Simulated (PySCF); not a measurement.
## CrH₄, triplet: structure and spectrum

Level of theory: UPBE0/[Cr def2-TZVP, H def2-TZVP], no relativity, density fitting, PySCF.

The structure is a minimum.

| Property | Result |
| --- | --- |
| Point group | Td |
| Bond lengths | Cr–H 1.593 Å (×4) |
| Bond angles | H–Cr–H 109.5° (×6) |
| Spin squared ⟨S²⟩ | 2.251 |
| Zero-point energy | 60.4 kJ/mol |
| Rotational constants | 2.471, 2.471, 2.471 cm⁻¹ |
| Rotational symmetry number | 12 |
| Principal quadrupole moments (Buckingham, traceless) about the centre of mass | 0.00, 0.00, 0.00 D Å |
| Heat capacity Cp at 298.15 K | 56.0 J/(mol K) |
| Enthalpy at 298.15 K above 0 K | 12.22 kJ/mol |
| Entropy at 298.15 K and 1 bar (electronic part: spin only) | 230.5 J/(mol K) |
| Lowest empty level (α) | -2.97 eV |
| Atomisation energy without zero-point energy | 716 kJ/mol |
| Principal polarisabilities | 43.5, 43.5, 43.5 bohr³ |
| Dipole moment | 0.00 D |
| Highest occupied level (β) | -9.02 eV |

Harmonic modes (masses in u: Cr 51.941, H 1.008):
| symmetry | ω (cm⁻¹) | IR (km/mol, summed over degenerate members) | type |
| --- | --- | --- | --- |
| t2 | 515 | 454 | bend |
| e | 692 | 0.0 | bend |
| a1 | 1762 | 0.0 | stretch |
| t2 | 1804 | 427 | stretch |

In Td the vibrations span 2t2 + e + a1. The a1, e modes carry no infrared intensity, as symmetry demands.

Charges (e):
| atom | Mulliken | Löwdin | polar tensor | spin (Mulliken) | Mayer order to Cr1 |
| --- | --- | --- | --- | --- | --- |
| Cr1 | 0.34 | 0.23 | 1.06 | 2.95 | – |
| H2,3,4,5 | -0.08 | -0.06 | -0.26 | -0.24 | 0.93 |

Mulliken populations on Cr1: s 6.82, p 12.41, d 4.44, f 0.00.

Outer orbital energies (eV). α occupied: -9.79, -9.40, -9.40, -9.40, -9.04, -9.04; empty: -2.97, -2.97, -2.97, 1.42. β occupied: -10.23, -9.02, -9.02, -9.02; empty: -1.63, -1.63, -1.63, -1.53.

Formally Cr is in oxidation state +4, d2, with 2 unpaired electrons (the high-spin count). The Mulliken spin on Cr is 2.95. The polar-tensor charge on Cr, 1.06, is far below the formal one.

The determinant is spin-contaminated (⟨S²⟩ = 2.25, pure value 2.00). Only a few start shapes were tried, so a lower isomer may exist. With open d or f shells other occupations or spin states may lie lower.

The final relaxation and frequency run took 21 s on 2 threads of a shared Arm Neoverse V1 host, with 69 basis functions and 6 gradients; the process peaked at 0.97 GiB. Launch command: `OMP_NUM_THREADS=2 python axn.py task.json out`.
